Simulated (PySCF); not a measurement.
Compound: C2H7BPbS.
SMILES with atom numbers: `[BH2:1][PbH2:2][S:3][CH:4]=[CH2:5]` (hydrogens: H6, H7 on B1; H8, H9 on Pb2; H10 on C4; H11, H12 on C5)

Computed by this run: PBE0-D3(BJ)/def2-SVP geometry optimisation, gas phase, def2 core potentials past Kr in PySCF 2.14.0; density fitting, grid level 1; the optimiser is geomeTRIC in internal coordinates, started from a GFN2-xTB structure with every atom displaced at random (about 0.01 Å).

Step 0: E = -18932.4233 eV
```
atom  x, y, z in Å  |  force x, y, z in eV/Å
B1      2.0197    0.8895    0.6924   -1.055   0.142  -1.381
Pb2     1.3405   -0.7421   -0.7682    0.006  -0.155   0.186
S3     -0.7344   -1.8709    0.2540    1.033  -0.743  -0.035
C4     -1.8791   -0.6082    0.3691   -1.372  -1.113   0.595
C5     -1.8043    0.6608    0.0390   -0.046   1.282  -0.099
H6      2.5343    0.6253    1.6709    0.947  -0.563   1.579
H7      1.7185    2.0149    0.4626   -0.047   0.416  -0.179
H8      2.3873   -2.1362   -0.9756    0.030  -0.119   0.059
H9      0.8252   -0.2699   -2.3647   -0.125   0.140  -0.242
H10    -2.8362   -1.0166    0.7784    0.474   0.311  -0.232
H11    -2.6425    1.3365    0.1777   -0.208   0.112   0.020
H12    -0.8887    1.0885   -0.3444    0.364   0.290  -0.271
```

Step 1: E = -18932.5729 eV
```
atom  x, y, z in Å  |  force x, y, z in eV/Å
B1      1.8925    0.8607    0.6867    0.003  -0.009   0.130
Pb2     1.3608   -0.7733   -0.8214    0.100  -0.036  -0.141
S3     -0.6467   -1.8792    0.2839    0.019   0.013   0.010
C4     -1.8217   -0.5850    0.3954   -0.050  -0.040  -0.017
C5     -1.7571    0.7045    0.0431    0.045  -0.056   0.105
H6      2.4250    0.5599    1.7259   -0.019  -0.034  -0.057
H7      1.5721    1.9972    0.4661   -0.008   0.078  -0.035
H8      2.4284   -2.1685   -0.9945   -0.050   0.035   0.044
H9      0.8198   -0.2918   -2.4343   -0.020  -0.003   0.053
H10    -2.7551   -0.9679    0.8286   -0.011   0.006  -0.011
H11    -2.6178    1.3581    0.1982   -0.018   0.011  -0.004
H12    -0.8601    1.1569   -0.3865    0.008   0.036  -0.078
```

Q: Estimate the geometry and energy of step 2. (The exact step hangs on the optimiser's Hessian estimate; all steps are aligned on step 1, rigid shifts and turns removed.)

A: E = -18932.5763 eV, largest force 0.075 eV/Å
```
atom  x, y, z in Å  |  force x, y, z in eV/Å
B1      1.8936    0.8653    0.6964   -0.023  -0.012   0.031
Pb2     1.3628   -0.7633   -0.8254    0.037   0.047  -0.045
S3     -0.6401   -1.8747    0.2865   -0.002  -0.024   0.008
C4     -1.8209   -0.5863    0.4024    0.043  -0.015  -0.030
C5     -1.7557    0.6979    0.0319   -0.037  -0.004   0.032
H6      2.4224    0.5304    1.7250   -0.010   0.006  -0.003
H7      1.5868    2.0112    0.4881    0.012  -0.008  -0.005
H8      2.4181   -2.1603   -0.9896    0.007  -0.020   0.023
H9      0.8107   -0.2809   -2.4290   -0.025   0.007  -0.007
H10    -2.7478   -0.9620    0.8557    0.012   0.009   0.010
H11    -2.6132    1.3546    0.1961    0.000   0.014  -0.015
H12    -0.8765    1.1397   -0.4468   -0.014   0.002   0.001
```

The energy changes by -0.0034 eV. The first-order estimate −F·Δx gives -0.0073 eV and the mean of the old and new forces, exact on a quadratic surface, -0.0040 eV. The step makes an angle of 75° with the force vector and moves no atom by more than 0.065 Å.

The cost below is that of the whole optimisation. The run took 37 s on Intel Xeon 6975P-C, one thread, no GPU, shared host with 192 logical CPUs at a one-minute load of 74, and the process peaked at 0.53 GiB of memory.
